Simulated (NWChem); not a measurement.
Species: CrNH3O3; SMILES [NH2][Cr](=[O])(=[O])[OH]

```xyz
8

Cr    -0.0531     0.0390     0.0000
O      0.8159    -0.0411     1.2680
O      0.8159    -0.0411    -1.2680
O     -0.9711     1.5216     0.0000
H     -0.4588     2.3414     0.0000
N     -1.1924    -1.3117     0.0000
H     -1.4145    -1.8257     0.8487
H     -1.4145    -1.8257    -0.8487
```
Atoms are numbered in this order, from 1.

All runs: NWChem. Pople sets run with spherical d functions. Geometry: optimised at PBE0/def2-SVP. No frequency run checked for a minimum. GIAO values for the isolated, static molecule; σ is the absolute isotropic shielding, δ = σ(reference) − σ with the isolated reference molecule computed at the same levels (1H: tetramethylsilane, 15N: ammonia, 17O: water).

| level | σ Cr1 (ppm) | δ O2 (ppm) | δ O4 (ppm) | δ H5 (ppm) | δ N6 (ppm) | δ H7 (ppm) |
|---|---|---|---|---|---|---|
| Hartree-Fock/6-31G* | -8736.4 | 3588.0 | 180.4 | -2.57 | 377.4 | 11.07 |
| PBE0/pcSseg-1 | -2969.7 | 1387.5 | 265.6 | 5.19 | 281.7 | 9.97 |
| BHandHLYP/pcSseg-1 | [?] | [?] | [?] | [?] | [?] | [?] |

Complete the blanks.


- BHandHLYP/pcSseg-1, σ Cr1 (ppm): -3942.9
- BHandHLYP/pcSseg-1, δ O2 (ppm): 1794.8
- BHandHLYP/pcSseg-1, δ O4 (ppm): 255.9
- BHandHLYP/pcSseg-1, δ H5 (ppm): 4.27
- BHandHLYP/pcSseg-1, δ N6 (ppm): 329.2
- BHandHLYP/pcSseg-1, δ H7 (ppm): 11.19
